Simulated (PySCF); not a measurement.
Computed properties of C2H7AlOS, SMILES C[S][Al]([CH3])[OH]

Al(Me)(OH)(SMe) (C2H7AlOS), SMILES C[S][Al]([CH3])[OH]. The structure is a stationary point at TPSSh-D3(BJ)/def2-SVP. One conformer was computed; it need not be the lowest. All values are computed for the isolated molecule unless a solvent is named; none is compared with measurement here.

**Structure.** The optimised structure has Cs symmetry. All 30 harmonic modes at TPSSh-D3(BJ)/def2-SVP (PySCF) are real, so it is a minimum. With heavy atoms numbered as in [Al:1]([CH3:2])([OH:6])[S:8][CH3:9], the shortest bond between them is Al1–O6 at 1.716 Å and the longest Al1–S8 at 2.180 Å.

**Vibrations.** The strongest infrared lines (harmonic, unscaled, degenerate partners summed) lie at 706 cm⁻¹ (154 km/mol, H 48 %, Al 24 %, C 20 %), 524 cm⁻¹ (144 km/mol, H 77 %, O 17 %), 298 cm⁻¹ (114 km/mol, H 91 %, O 9 %). The softest mode is at 47 cm⁻¹ and the zero-point energy is 55.3 kcal/mol.

**Electronic structure.** HF/def2-TZVP (PySCF) places the frontier levels at -9.51 and 2.48 eV, a gap of 11.99 eV, and gives a dipole moment of 2.26 D and a mean polarisability of 67.5 bohr³. PBE/def2-TZVP (PySCF) at the same geometry gives -5.66 and -0.93 eV, so its gap is 7.26 eV narrower. An orbital gap is neither the optical nor the fundamental gap.

**Excitations.** TDDFT-ωB97X/def2-SVPD (PySCF) has S1 at 5.85 eV (212 nm, f = 0.015, weak); the most intense of the 10 singlets computed lies at 7.14 eV (f = 0.26). T1 (TDA) is at 5.51 eV. TDDFT-PBE/def2-SVPD (PySCF) puts S1 at 4.57 eV. No vertical singlet excitation falls in the visible range (under 3.1 eV).

**NMR.** GIAO shifts at PBE0/pcSseg-1 (PySCF) (non-relativistic, atoms alike by connectivity averaged): ¹³C from -10.8 to 14.1 ppm against TMS; ¹H from 0.0 to 2.6 ppm against TMS.
